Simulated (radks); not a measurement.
Species: neutral promethium. Configuration: [Kr] 4d10 4f5 5p6 6s2 5f2 (not the ground configuration).

Method: scalar-relativistic Kohn-Sham, PBE, spin-unpolarised, spherical densities, finite nucleus; Fermi nuclear charge, rms radius 4.962 fm; computed with a radial shooting solver on a logarithmic mesh with Libxc functionals.

Energy parts (Ry):
total: -20032.5400
kinetic: 21363.9619
electron-nucleus: -48630.8402
Hartree: 7690.0233
exchange-correlation: -455.6850

Orbitals (lengths in bohr, moments of r in powers of bohr; r(90%) holds 90 % of the orbital's charge):
orbital  occ.  eigenvalue (Ry)      <r^2>  r(90%)
1s          2        -3310.219  0.0007317  0.0419
2s          2        -539.3950    0.01156   0.153
2p          6        -481.8828   0.009260   0.142
3s          2        -118.6816    0.07753   0.382
3p          6        -100.6184    0.07758   0.387
3d         10        -75.85734    0.06564   0.368
4s          2        -24.69902     0.3970   0.852
4p          6        -18.77516     0.4485   0.913
4d         10        -10.40282     0.5490    1.03
4f          5         -1.47865      1.168    1.62
5s          0         -4.31665      2.200    2.00
5p          6         -2.81786      2.898    2.32
5d          0         -0.97434      5.810    3.38
5f          2         -0.04010      107.7    14.8
6s          2         -0.79700      12.65    4.79

The highest occupied level is 5f at -0.546 eV. The configuration is held as typed, so some empty levels lie below it. Summed over all electrons, <r^2> = 274.2 bohr^2, which gives a Langevin (diamagnetic) susceptibility term of -217 x 10^-6 cm^3/mol. The electron density at the nucleus is 5.134e+05 e/bohr^3 (large components only). The density falls to 0.001 e/bohr^3 at r = 5.08 bohr.
